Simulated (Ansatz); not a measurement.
Frontier orbitals of BF$_{2}$HSSi (`FB1S[SiH]1F`).

Z-matrix (Å, degrees):
```
Si
F 1 1.594
B 1 1.915 2 123.3
S 1 2.161 2 115.8 3 -59.6
H 1 1.476 2 106.5 3 170.8
F 3 1.308 1 155.9 2 79.6
```

Charge 0, multiplicity 1. All single points use the PBE0-D4/def2-TZVP geometry. Basis def2-TZVPP, Ansatz 0.2.0.

Orbital energies of one run (eV). Highest occupied ones, from the top: -7.60, -8.82, -9.61, -11.61, -12.96, -13.19, -13.27, -13.70, -13.82, -15.77, -16.04, -21.60, -33.67, -34.66. Empty: -1.76, -0.19, 0.31, 0.68, 1.51, 2.60.

Problem. Which functional gave them?
A. PBE0
B. r2SCANh
C. ωB97M-V
D. CAM-B3LYP

Solution. A. HOMO energies: PBE0 -7.60, r2SCANh -7.09, ωB97M-V -9.64, CAM-B3LYP -8.89 eV.
